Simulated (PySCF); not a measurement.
## Calculated data, CH₄B

Computed with PySCF 2.14.0. Calculation on a computer-drawn molecule: vertical ionisation energy to the stated ion spin, frozen-core CCSD(T) at the basis limit and cheaper methods, single-reference cases, UHF for radicals, no spin-orbit; all values are single points at the evaluated structure, the first of each entry, which is the reference or a displaced copy of it and isn't optimised; the reference structure only sets the zero of the energies above reference; triples share is (T) over the correlation energy.

CH₄B

Evaluated structure:
```xyz
6
CH4B
B      1.0270     0.3350    -2.1160
C      0.0183     0.1228    -1.0511
H      1.9230     0.4975    -2.9182
H      0.5066    -0.3479    -0.1839
H     -0.7265     1.4395    -0.8235
H     -0.7416    -0.6613    -1.4610
```

Reference structure:
```xyz
6
CH4B
B      1.0518     0.2986    -2.0885
C     -0.0025     0.0648    -1.0719
H      1.8871     0.4839    -2.8939
H      0.4522    -0.3249    -0.1511
H     -0.5180     1.0092    -0.8508
H     -0.7292    -0.6644    -1.4547
```

It was run with charge 1, multiplicity 1, ion multiplicity 2, diffuse functions no, basis cc-pVnZ, reference is the Hartree-Fock double-zeta minimum, best is HF at quadruple zeta + MP2 correlation extrapolated from triple and quadruple zeta + CCSD(T) minus MP2 at triple zeta and basis step is the size of the change from the same recipe one zeta lower.

It finds ionisation energy best 19.88 eV; ionisation energy basis step 0.005821 eV; energy above reference best 36.62 kcal/mol; energy above reference basis step 0.1274 kcal/mol; ionisation energy Koopmans at triple zeta 19.58 eV; ionisation energy EOM CCSD at triple zeta 19.77 eV; total energy HF triple zeta -64.5192 hartree; total energy CCSD(T) triple zeta -64.8099 hartree; total energy best -64.8407 hartree; T1 diagnostic at triple zeta 0.01381; D1 diagnostic at triple zeta 0.03015; ion T1 diagnostic at triple zeta 0.02004; ion D1 diagnostic at triple zeta 0.06402; ion spin squared at triple zeta 0.7591; triples share at triple zeta 0.03736; basis functions triple zeta 116.

Drawn bonds:
```csv
atom,other atom,order
1,2,1
1,3,1
2,4,1
2,5,1
2,6,1
```

Triple zeta:
```csv
method,ionisation energy (eV),energy above reference (kcal/mol)
HF,18.24,42.49
PBE,19.7,32.86
r2SCAN,19.63,36.05
B3LYP,19.73,35.96
wB97X,19.63,38.29
MP2,19.73,38.39
CCSD,19.68,37.41
CCSD(T),19.79,36.37
```
